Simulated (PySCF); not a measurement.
Be: excitation energy

Be [He] 2s2 (1S) → Be [He] 2s1 2p1 (3P), as a difference of total energies. Calculation: PySCF 2.14, in dyall-acv3z (15s9p4d2f, 76 functions); the non-relativistic Hamiltonian (point nucleus). Correlated levels: valence: 1s2 frozen; valence and next inner shell: nothing frozen; virtual orbitals above 40 to 60 times the deepest correlated orbital energy dropped. The calculations carry no spin-orbit coupling.

```tsv
method	excitation energy (cm⁻¹)
UHF	13029
PBE	18566
PBE0	18412
r2SCAN	17177
B3LYP	19802
CAM-B3LYP	19973
wB97M-V	22449
PW91	18632
SCS-MP2 (valence)	20507
MP2 (valence and next inner shell)	18969
SCS-MP2 (valence and next inner shell)	20674
```

Q: Estimate what LDA gives.

A: 19361 cm⁻¹, closest to MP2 (valence and next inner shell) among the rows shown.

Q: Estimate what MP2 (valence) gives.

A: 18813 cm⁻¹, closest to MP2 (valence and next inner shell) among the rows shown.

Errors of the correlated levels include the incompleteness of this basis and the frozen core.

For comparison: 21980 cm⁻¹ (measured; NIST levels, between the centres of gravity of the two terms).
